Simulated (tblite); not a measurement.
A geometry optimisation, step by step.

C₃H₇BF₂O₂.
Bonds: C1–O2, O2–C3, C3–C4, C4–O5, O5–B6, B6–F7, B6–F8. Hydrogens: H9, H10, H11 on C1; H12, H13 on C3; H14, H15 on C4.

Computed with GFN2-xTB (tblite), gas phase: L-BFGS steps from a force-field or distance-geometry start until the largest atomic force falls under 0.01 eV/Å. 11 of its 165 geometries are shown.

Step 0: E = -786.1559 eV, largest atomic force 4.758 eV/Å
```
atom  x, y, z in Å  |  force x, y, z in eV/Å
C1     -2.534    0.371   -0.692   -1.211   0.590  -0.631
O2     -1.186    0.292   -1.026   -0.065  -0.750   0.730
C3     -0.596   -0.331    0.105   -0.593   0.656   0.363
C4      0.863   -0.487   -0.097    0.836  -1.743  -0.901
O5      1.477    0.756   -0.267    4.700  -0.213  -0.711
B6      2.924    0.537   -0.459   -0.779   0.557   3.745
F7      3.808    1.585    0.058   -2.059  -2.776  -1.928
F8      3.383   -0.828   -0.287   -0.576   3.433  -0.879
H9     -2.609    0.983    0.231   -0.480  -0.217  -0.385
H10    -3.001   -0.631   -0.524    0.354   0.471   0.037
H11    -3.100    0.840   -1.532    0.526  -0.120   0.585
H12    -0.749    0.324    1.005   -0.049  -0.366  -0.405
H13    -1.113   -1.297    0.273    0.427   0.149   0.103
H14     1.055   -1.061   -1.043   -0.370   0.046   0.615
H15     1.374   -1.044    0.728   -0.662   0.283  -0.338
```

Step 16: E = -787.8653 eV, largest atomic force 0.194 eV/Å
```
atom  x, y, z in Å  |  force x, y, z in eV/Å
C1     -2.639    0.408   -0.717    0.030  -0.015  -0.007
O2     -1.258    0.242   -0.952   -0.010   0.049   0.042
C3     -0.589   -0.314    0.153    0.039  -0.045   0.009
C4      0.888   -0.597   -0.126    0.024   0.097  -0.051
O5      1.681    0.592   -0.120   -0.033  -0.152   0.116
B6      2.997    0.543   -0.215   -0.094   0.022  -0.067
F7      3.720    1.643   -0.192   -0.026   0.058   0.015
F8      3.689   -0.588   -0.339   -0.025   0.013   0.026
H9     -2.836    1.045    0.156    0.100  -0.014  -0.033
H10    -3.144   -0.555   -0.561    0.103  -0.011   0.017
H11    -3.057    0.881   -1.601    0.068   0.025  -0.046
H12    -0.674    0.345    1.030   -0.004   0.011  -0.023
H13    -1.042   -1.288    0.392   -0.085  -0.029   0.125
H14     1.009   -1.079   -1.098   -0.108  -0.043  -0.025
H15     1.251   -1.271    0.660    0.021   0.034  -0.099
```

Step 33: E = -787.9030 eV, largest atomic force 0.077 eV/Å
```
atom  x, y, z in Å  |  force x, y, z in eV/Å
C1     -2.592    0.417   -0.736    0.010  -0.002   0.004
O2     -1.214    0.215   -0.920   -0.011  -0.009  -0.014
C3     -0.583   -0.329    0.212   -0.006  -0.024  -0.009
C4      0.865   -0.653   -0.133   -0.001   0.015   0.008
O5      1.647    0.533   -0.078    0.003  -0.073  -0.023
B6      2.955    0.558   -0.212   -0.008   0.024  -0.010
F7      3.597    1.709   -0.199    0.039   0.027   0.026
F8      3.717   -0.524   -0.350   -0.008   0.007  -0.009
H9     -2.788    1.079    0.116   -0.009   0.012  -0.022
H10    -3.111   -0.537   -0.568   -0.001   0.023   0.009
H11    -2.962    0.876   -1.650   -0.005   0.003   0.014
H12    -0.615    0.380    1.053    0.004  -0.010  -0.018
H13    -1.088   -1.259    0.513   -0.035  -0.023   0.027
H14     0.905   -1.063   -1.147    0.007   0.012   0.021
H15     1.263   -1.391    0.571    0.021   0.018  -0.003
```

Step 49: E = -787.9076 eV, largest atomic force 0.055 eV/Å
```
atom  x, y, z in Å  |  force x, y, z in eV/Å
C1     -2.586    0.430   -0.737    0.003  -0.009   0.008
O2     -1.223    0.149   -0.933   -0.008   0.004  -0.022
C3     -0.586   -0.358    0.213   -0.004  -0.005  -0.016
C4      0.865   -0.676   -0.136    0.011   0.022  -0.001
O5      1.642    0.513   -0.085   -0.045  -0.001   0.032
B6      2.950    0.574   -0.210   -0.036  -0.012  -0.024
F7      3.564    1.738   -0.126    0.012   0.010  -0.003
F8      3.736   -0.480   -0.406    0.009  -0.010   0.005
H9     -2.737    1.141    0.083    0.013   0.013  -0.016
H10    -3.152   -0.484   -0.518    0.014  -0.001   0.014
H11    -2.946    0.863   -1.668   -0.003   0.004   0.010
H12    -0.621    0.376    1.031    0.024   0.007   0.003
H13    -1.085   -1.280    0.547   -0.014  -0.026   0.004
H14     0.896   -1.090   -1.148    0.032   0.017  -0.023
H15     1.278   -1.409    0.564   -0.009  -0.013   0.029
```

Step 66: E = -787.9127 eV, largest atomic force 0.027 eV/Å
```
atom  x, y, z in Å  |  force x, y, z in eV/Å
C1     -2.566    0.450   -0.737   -0.005  -0.006   0.010
O2     -1.234    0.065   -0.969   -0.003   0.016   0.005
C3     -0.592   -0.403    0.191   -0.004  -0.007  -0.002
C4      0.869   -0.703   -0.129    0.002   0.026   0.007
O5      1.621    0.499   -0.022   -0.011   0.010  -0.006
B6      2.921    0.597   -0.200   -0.001  -0.008  -0.001
F7      3.517    1.766   -0.076    0.004   0.007   0.002
F8      3.718   -0.429   -0.482    0.014  -0.010  -0.015
H9     -2.626    1.236    0.025    0.002   0.016  -0.021
H10    -3.174   -0.403   -0.408    0.002  -0.009  -0.003
H11    -2.952    0.827   -1.682    0.020  -0.007   0.006
H12    -0.635    0.356    0.986   -0.002  -0.015   0.006
H13    -1.085   -1.320    0.552   -0.007  -0.014   0.003
H14     0.942   -1.091   -1.149   -0.004   0.005   0.013
H15     1.271   -1.442    0.571   -0.008  -0.003  -0.004
```

Step 82: E = -787.9149 eV, largest atomic force 0.024 eV/Å
```
atom  x, y, z in Å  |  force x, y, z in eV/Å
C1     -2.547    0.470   -0.743    0.006  -0.004  -0.003
O2     -1.227    0.040   -0.964    0.016  -0.003  -0.013
C3     -0.599   -0.437    0.199    0.001   0.003   0.006
C4      0.869   -0.713   -0.110    0.008   0.004  -0.001
O5      1.610    0.493    0.025    0.007  -0.001   0.008
B6      2.900    0.612   -0.205    0.008  -0.006   0.005
F7      3.495    1.778   -0.047   -0.012   0.009   0.001
F8      3.694   -0.389   -0.574   -0.011  -0.005  -0.015
H9     -2.577    1.317   -0.048   -0.014   0.005   0.005
H10    -3.167   -0.341   -0.340   -0.002  -0.002  -0.004
H11    -2.937    0.778   -1.711    0.001   0.006   0.010
H12    -0.660    0.306    1.007   -0.009   0.021   0.007
H13    -1.084   -1.366    0.538   -0.010  -0.010  -0.003
H14     0.953   -1.082   -1.135    0.009  -0.016  -0.010
H15     1.271   -1.461    0.580    0.003  -0.001   0.006
```

Step 98: E = -787.9266 eV, largest atomic force 0.144 eV/Å
```
atom  x, y, z in Å  |  force x, y, z in eV/Å
C1     -2.466    0.512   -0.786   -0.030  -0.014   0.002
O2     -1.131    0.101   -0.947   -0.038  -0.036   0.021
C3     -0.599   -0.459    0.227   -0.008  -0.006   0.020
C4      0.875   -0.794    0.021   -0.011  -0.006   0.006
O5      1.643    0.380    0.227   -0.081  -0.012   0.075
B6      2.821    0.647   -0.281    0.137   0.016  -0.040
F7      3.404    1.793    0.020    0.036   0.004  -0.030
F8      3.522   -0.165   -1.068   -0.061   0.027   0.004
H9     -2.546    1.382   -0.122    0.048  -0.017  -0.004
H10    -3.076   -0.299   -0.369   -0.027  -0.010  -0.030
H11    -2.841    0.773   -1.773    0.042   0.022  -0.011
H12    -0.689    0.247    1.065    0.026   0.017   0.008
H13    -1.148   -1.378    0.491   -0.015  -0.023  -0.031
H14     1.037   -1.189   -0.986   -0.032   0.030  -0.019
H15     1.188   -1.544    0.755    0.014   0.008   0.027
```

Step 115: E = -787.9594 eV, largest atomic force 0.064 eV/Å
```
atom  x, y, z in Å  |  force x, y, z in eV/Å
C1     -2.377    0.505   -0.853    0.014  -0.005   0.022
O2     -1.027    0.113   -0.891   -0.003   0.008  -0.001
C3     -0.582   -0.452    0.318    0.020  -0.006  -0.015
C4      0.888   -0.838    0.168    0.006  -0.005   0.005
O5      1.715    0.291    0.408    0.011  -0.013  -0.006
B6      2.707    0.676   -0.366   -0.017  -0.015  -0.016
F7      3.410    1.745   -0.043   -0.007  -0.014  -0.024
F8      3.095    0.038   -1.466   -0.009   0.049   0.040
H9     -2.551    1.250   -0.066   -0.014  -0.019  -0.022
H10    -3.033   -0.357   -0.679    0.002   0.024   0.018
H11    -2.603    0.941   -1.824    0.020  -0.002   0.007
H12    -0.688    0.268    1.144    0.009  -0.017  -0.010
H13    -1.170   -1.352    0.558   -0.007   0.014  -0.022
H14     1.057   -1.224   -0.842   -0.013  -0.020   0.027
H15     1.155   -1.599    0.908   -0.014   0.019  -0.004
```

Step 131: E = -787.9736 eV, largest atomic force 0.083 eV/Å
```
atom  x, y, z in Å  |  force x, y, z in eV/Å
C1     -2.227    0.546   -0.905   -0.001   0.009  -0.003
O2     -0.876    0.161   -0.843   -0.023  -0.003  -0.008
C3     -0.544   -0.475    0.366   -0.001  -0.004  -0.013
C4      0.907   -0.941    0.292    0.024   0.012   0.004
O5      1.783    0.155    0.498   -0.007   0.021  -0.040
B6      2.505    0.729   -0.444    0.019  -0.061  -0.035
F7      3.241    1.783   -0.144   -0.013   0.005  -0.014
F8      2.611    0.288   -1.693   -0.014   0.040   0.071
H9     -2.473    1.267   -0.117   -0.007   0.004   0.021
H10    -2.887   -0.325   -0.808   -0.008   0.019   0.001
H11    -2.379    1.010   -1.877    0.038  -0.016   0.003
H12    -0.666    0.214    1.215    0.005   0.017   0.002
H13    -1.196   -1.347    0.529   -0.014  -0.039  -0.010
H14     1.086   -1.397   -0.686    0.003   0.001   0.014
H15     1.111   -1.660    1.090    0.000  -0.007   0.007
```

Step 148: E = -787.9773 eV, largest atomic force 0.038 eV/Å
```
atom  x, y, z in Å  |  force x, y, z in eV/Å
C1     -2.164    0.579   -0.914    0.002   0.001   0.003
O2     -0.846    0.094   -0.859    0.002   0.000   0.012
C3     -0.537   -0.531    0.362   -0.005  -0.005   0.007
C4      0.921   -0.982    0.323    0.005  -0.005   0.001
O5      1.784    0.128    0.512    0.004  -0.006  -0.023
B6      2.417    0.761   -0.457   -0.037   0.002   0.008
F7      3.150    1.820   -0.166   -0.006   0.002   0.003
F8      2.422    0.392   -1.730    0.018  -0.015  -0.006
H9     -2.338    1.349   -0.152   -0.001  -0.009  -0.003
H10    -2.889   -0.232   -0.769   -0.001   0.012  -0.002
H11    -2.295    1.011   -1.904    0.015  -0.005   0.015
H12    -0.682    0.164    1.202   -0.001   0.020  -0.001
H13    -1.185   -1.408    0.519   -0.002  -0.009  -0.016
H14     1.118   -1.463   -0.639    0.008   0.010   0.002
H15     1.121   -1.675    1.144    0.000   0.005  -0.001
```

Step 164: E = -787.9803 eV, largest atomic force 0.009 eV/Å
```
atom  x, y, z in Å  |  force x, y, z in eV/Å
C1     -2.123    0.615   -0.900   -0.002  -0.003  -0.003
O2     -0.821    0.088   -0.846   -0.007  -0.001   0.004
C3     -0.542   -0.577    0.360   -0.003   0.002   0.002
C4      0.927   -0.992    0.348    0.000   0.001   0.001
O5      1.747    0.155    0.499    0.007  -0.005  -0.002
B6      2.359    0.770   -0.494   -0.001  -0.003  -0.001
F7      3.021    1.888   -0.253   -0.002   0.000   0.001
F8      2.422    0.325   -1.741   -0.001   0.000   0.001
H9     -2.288    1.353   -0.106    0.001  -0.001  -0.003
H10    -2.874   -0.179   -0.807   -0.003   0.003  -0.002
H11    -2.220    1.096   -1.871    0.001  -0.001   0.003
H12    -0.727    0.088    1.217    0.001  -0.002   0.002
H13    -1.175   -1.473    0.464    0.000   0.004  -0.004
H14     1.149   -1.500   -0.595    0.005   0.003  -0.001
H15     1.141   -1.648    1.195    0.003   0.003   0.002
```

Q: Summarise the path.

A: The energy falls by 1.8244 eV from step 0 to step 164; nine tenths of that is first reached at step 10. It never rises by more than 0.2 meV. The largest force goes from 4.758 to 0.009 eV/Å. Among the bonds O5–B6 changes most, from 1.476 to 1.318 Å; the atoms move by 0.834 Å rms after alignment.

The cost below is that of the whole relaxation. The run took 1.4 s of wall time on Arm Neoverse N1, one thread, no GPU, shared host with 64 logical CPUs at a one-minute load of 61.
